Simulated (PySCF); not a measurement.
ReOCl₅, SMILES [O]=[Re]([Cl])([Cl])([Cl])([Cl])[Cl], multiplicity 1. Atoms are numbered in the order given.

```xyz
7

Re     0.0000     0.0000    -0.2039
O      0.0000     0.0000    -1.8980
Cl     1.6408     1.6408    -0.0938
Cl     1.6408    -1.6408    -0.0938
Cl    -1.6408     1.6408    -0.0938
Cl    -1.6408    -1.6408    -0.0938
Cl     0.0000     0.0000     2.1678
```

Geometry: B3LYP-D3(BJ)/def2-SVP. The multiplicity is an assumed one; other spin states were not compared. The def2 effective core potentials stand for the cores of Re; spin–orbit coupling is left out.

These are CAM-B3LYP/def2-TZVP (PySCF) values and carry that method's errors.

Atomic charges (e):

```tsv
atom	Löwdin	Mulliken
Re1	-0.33	…
O2	-0.11	…
Cl3	0.11	…
Cl4	0.11	…
Cl5	0.11	…
Cl6	0.11	…
Cl7	-0.01	…
```

Q: Some entries are withheld; supply them. (Estimate from the structure and the level; the computed values follow.)

A: 
- Re1, Mulliken: 1.10
- O2, Mulliken: -0.22
- Cl3, Mulliken: -0.16
- Cl4, Mulliken: -0.16
- Cl5, Mulliken: -0.16
- Cl6, Mulliken: -0.16
- Cl7, Mulliken: -0.24
